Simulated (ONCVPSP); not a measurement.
## Configuration tests for sulfur (ONCV)

| Item | Value |
| --- | --- |
| Element | S (Z = 16) |
| Generator | ONCVPSP 4.0.1 |
| Type | optimised norm-conserving Vanderbilt (ONCV) |
| Functional | Wu-Cohen |
| Relativity | scalar-relativistic |
| Frozen core | [Ne] |
| Valence charge | 6 |
| Reference configuration | 3s1.5 3p4.5 |
| Partial waves | 3s: rc 1.50 bohr, ncon 5, nbas 10, qcut 5 1/bohr, 1 projector; 3p: rc 1.75 bohr, ncon 4, nbas 7, qcut 5.4 1/bohr, 2 projectors, debl 2.7 Ha; d scattering state at 0.13 Ha: rc 1.70 bohr, ncon 4, nbas 8, qcut 5.2 1/bohr, 3 projectors, debl 1.5 Ha |
| Local potential | polynomial inside 1.30 bohr (lpopt 5, dvloc0 4 Ha) |
| Core correction | Teter function, parameters optimised by the program |

Energies are relative to the spin-unpolarised reference configuration 3s1.5 3p4.5; without spin polarisation the order of configurations can differ from experiment.

Problem. Give the all-electron excitation energy and the error of the potential for: 3s2 3p4; 3s2 3p3; 3s2 3p2; 3s1 3p5.

Solution.

```tsv
valence configuration	charge	ΔE all-electron (eV)	error AE − PS (meV)
3s2 3p4	0	-5.129	+0.2
3s2 3p3	+1	6.617	+0.7
3s2 3p2	+2	28.888	+11
3s1 3p5	0	5.160	-0.2
```

Levels in the configuration 3s2 3p3:

```tsv
level	all-electron (eV)	pseudo (eV)
3s	-27.590	-27.585
3p	-16.777	-16.773
```
